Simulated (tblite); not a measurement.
Compound: C₄H₁₀O₄SSi.
Bonds: O1–S2 (double), S2–O3 (double), S2–O4, S2–C5, C5–O6, O6–Si7, Si7–C8, C8–C9, C9–C10, Si7–C10. Hydrogens: H11 on O4; H12, H13 on C5; H14 on Si7; H15, H16 on C8; H17, H18 on C9; H19, H20 on C10.

Computed geometry: GFN2-xTB, gas phase.

(1) Give the optimised bond lengths and angles.

Results:

(1) 
```tsv
bond	length (bohr)	order
O1=S2	2.722	double
S2=O3	2.684	double
S2–O4	3.010	single
S2–C5	3.405	single
C5–O6	2.550	single
O6–Si7	3.120	single
Si7–C8, Si7–C10	3.594	single
C8–C9, C9–C10	2.903	single
O4–H11	1.822	single
C5–H12, C5–H13	2.065	single
Si7–H14	2.794	single
C8–H15, C10–H19	2.055	single
C8–H16, C10–H20	2.050	single
C9–H17	2.057	single
C9–H18	2.056	single
```

Bonds in one row agree within 0.02 bohr and their mean is given. Orders are formal, as drawn. A selection of angles:
```tsv
angle	degrees
O1–S2–O3	118.0
O1–S2–O4	107.4
O1–S2–C5	106.9
O3–S2–C5	112.6
O4–S2–C5	102.4
S2–O4–H11	112.7
S2–C5–O6	106.0
S2–C5–H12	106.7
O6–C5–H12	113.1
O6–C5–H13	112.4
H12–C5–H13	110.8
C5–O6–Si7	126.2
O6–Si7–C8	100.7
O6–Si7–C10	125.6
O6–Si7–H14	114.8
C8–Si7–C10	76.3
C8–Si7–H14	106.3
C10–Si7–H14	118.1
Si7–C8–C9	89.9
Si7–C8–H15	115.2
Si7–C8–H16	118.7
C9–C8–H15	111.4
C9–C8–H16	113.3
H15–C8–H16	107.5
C8–C9–C10	99.8
C8–C9–H17	114.3
C8–C9–H18	110.2
H17–C9–H18	108.3
```

Torsions: O1–S2–C5–O6 -37° (synclinal); S2–C5–O6–Si7 15° (synperiplanar); C5–O6–Si7–C8 173° (antiperiplanar); O6–Si7–C8–C9 -138° (anticlinal); Si7–C8–C9–C10 17° (synperiplanar); C8–C9–C10–Si7 -17° (synperiplanar); O6–Si7–C10–C9 107° (anticlinal); H11–O4–S2–O1 15° (synperiplanar). The mirror-image conformer, all signs reversed, is as good.

Si7 and O1 aren't drawn bonded (4 bonds apart) but lie 2.26 Å from each other; Cordero's covalent radii sum to 1.77 Å. S2 (sulfonyl sulfur) is distorted tetrahedral (angles from 102.4° to 118.0°). Of the pairs four or more bonds apart, those above aside, H11···H14 is among the closest relative to their van der Waals radii: 1.99 Å, 83 % of the sum of Bondi's values. The 3 O–S bonds span 1.420 Å (S2=O3, drawn double) to 1.593 Å (S2–O4, drawn single), a spread of 0.173 Å. The 4-membered ring Si7–C8–C9–C10 has internal angles of 76.3° to 99.8° (sum 356°, against 360° for a flat polygon); it is puckered, 0.11 Å rms from its mean plane, widest ring torsion 17°. Si7 (oxygen-bound silicon) has angles from 76.3° to 125.6°.

Point group: C1 (no symmetry element, even within 0.4 Å). Its GFN2-xTB frequencies are all real (lowest 67 cm⁻¹). One conformer, not necessarily the lowest (O1–S2–O4–H 15°, O1–S2–C5–O6 -37°, S2–C5–O6–Si7 15°, C5–O6–Si7–C8 173°, O6–Si7–C8–C9 -138°, Si7–C8–C9–C10 17°, C8–C9–C10–Si7 -17°, O6–Si7–C10–C9 107°). 3 starts were optimised and ended at 0.00, 1.68 and 1.71 kcal/mol (GFN2-xTB); the lowest of these is shown.
